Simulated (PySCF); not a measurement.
**Vibration and rotation of LiTl**

RHF-CCSD(T) constants of LiTl, ¹Σ⁺ (singlet), closed shell (basis Li cc-pVDZ, Tl cc-pVDZ-PP with ECP60; scalar-relativistic core potentials; PySCF 2.14; masses 7.0160 and 204.9744 u):

| Item | Value |
| --- | --- |
| ωe | 259.1 cm⁻¹ |
| ωexe | 1.51 cm⁻¹ |
| Be | 0.27246 cm⁻¹ |
| αe | 0.00246 cm⁻¹ |
| D (centrifugal) | 1.2e-06 cm⁻¹ |
| De to Li + Tl | 0.94 eV |

Problem. Give the band origin of the fundamental and the first lines of its P and R branches.

Solution. ν0 = ωe − 2ωexe = 256.1 cm⁻¹, B0 = 0.27123, B1 = 0.26877 cm⁻¹.

| J″ | P(J″) − ν0 | R(J″) − ν0 |
| --- | --- | --- |
| 0 |  | 0.538 |
| 1 | -0.542 | 1.070 |
| 2 | -1.090 | 1.598 |
| 3 | -1.642 | 2.120 |
| 4 | -2.199 | 2.638 |
| 5 | -2.761 | 3.150 |
| 6 | -3.328 | 3.658 |

Problem. Near which J would the R branch turn back, without centrifugal distortion?

Solution. At J ≈ (B0 + B1)/(2(B0 − B1)) − 1 ≈ 110.

Correlated steps freeze 4 core orbitals. Correlated levels converge slowly with the basis: in double zeta they bind strong bonds too weakly, by up to about 1 eV, and carry superposition errors of some tenths. These are scalar-relativistic numbers at best; spin–orbit coupling would shift them, the dissociation energy most. Where the molecule has an RHF reference, its open-shell atoms are computed with UHF.
